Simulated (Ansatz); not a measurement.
A run of Ansatz (development build ahead of 0.2.0) on singlet BF4(-) at this shape:

```xyz
5

B     0.0000    0.0000    0.0000
F     0.8751    0.8751    0.8751
F     0.8751   -0.8751   -0.8751
F    -0.8751    0.8751   -0.8751
F    -0.8751   -0.8751    0.8751
```

Its results:

| Property | Result |
| --- | --- |
| Converged | yes |
| Total energy | -422.85911 hartree |
| Spin squared of the determinant | 0.000 |

(1) Which input gives this output? Name the method, the orbitals and the basis set, and write the input.

Results:

(1) RHF in cc-pVTZ. An unrestricted run that stays on the closed shell gives the same numbers.

```yaml
crystal:
  periodic: [false, false, false]
  atoms:
    - { symbol: B, position_ang: [0.0, 0.0, 0.0] }
    - { symbol: F, position_ang: [0.87509, 0.87509, 0.87509] }
    - { symbol: F, position_ang: [0.87509, -0.87509, -0.87509] }
    - { symbol: F, position_ang: [-0.87509, 0.87509, -0.87509] }
    - { symbol: F, position_ang: [-0.87509, -0.87509, 0.87509] }
basis:
  gaussian: { orbitals: cc-pVTZ }
total_charge: -1
hamiltonian:
  xc: hf
```

Caution: no unrestricted run beside it, a lower state can exist; no diffuse functions for an anion.
